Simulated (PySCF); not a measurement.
Run record: geometry optimisation, `FBc1ccco1`.

Computed with PBE0-D3(BJ)/def2-SVP geometry optimisation, gas phase (PySCF 2.14.0). Start geometry: GFN2-xTB. The input is one job of a driver script: a line of settings, then coordinates in Å.

Command:
```bash
OMP_NUM_THREADS=1 python probes_run.py task.json out
```

Input:
```
{"job": {"xc": "PBE0", "basis": "def2-SVP", "d3": "d3bj", "grid": 1, "shake": 0.01, "kind": "geom"}, "charge": 0, "multiplicity": 1}
F      2.850780     1.053560    -0.154460
B      2.108230    -0.027450    -0.052700
C      0.563130     0.052550    -0.029720
C     -0.324130    -0.953310     0.081270
C     -1.626320    -0.355830     0.054320
C     -1.386500     0.997540    -0.053180
O     -0.070880     1.240030    -0.102150
H      2.709560    -1.034080     0.013730
H     -0.145120    -1.996320     0.184750
H     -2.581420    -0.831060     0.136900
H     -2.059220     1.828530    -0.094430
```

Problem. Give the output.

Solution. 
```
step   0  E = -354.13247071  max force = 0.045450
step   1  E = -354.13668527  max force = 0.008867
step   2  E = -354.13685489  max force = 0.001303
step   3  E = -354.13688828  max force = 0.001815
step   4  E = -354.13690765  max force = 0.001685
step   5  E = -354.13690781  max force = 0.001788
step   6  E = -354.13690604  max force = 0.001373
step   7  E = -354.13691510  max force = 0.001016
step   8  E = -354.13691017  max force = 0.000503
step   9  E = -354.13691081  max force = 0.000384
optimisation converged
```

Energies in Eh; «max force» is the largest Cartesian gradient component in Eh/bohr.

Problem. How much energy does the optimisation release, in kcal/mol?

Solution. E(step 0) − E(last step) = 0.004440 Eh, which is 2.8 kcal/mol.

Main results: final energy -354.13691 Eh after 9 steps; dipole 2.58 D.

Problem. Where do the atoms end?

Solution. 0.031 Å rms from the input after alignment:
```
atom  x, y, z in Å
F1     2.9370    1.3948   -0.4098
B2     2.2000    0.3126   -0.2127
C3     0.6887    0.4294   -0.0147
C4    -0.2722   -0.5341    0.2143
C5    -1.5163    0.1347    0.3356
C6    -1.2275    1.4645    0.1710
O7     0.0740    1.6510   -0.0360
H8     2.7503   -0.7644   -0.1924
H9    -0.0853   -1.6043    0.2846
H10   -2.4965   -0.2990    0.5186
H11   -1.8490    2.3577    0.1786
```

Hardware: one thread of an Arm Neoverse V1 (shared host). Cost: 51 s of wall time, 0.51 GiB resident at most.
Labels such as C1 count atoms from 1, the log's own numbers from 0.
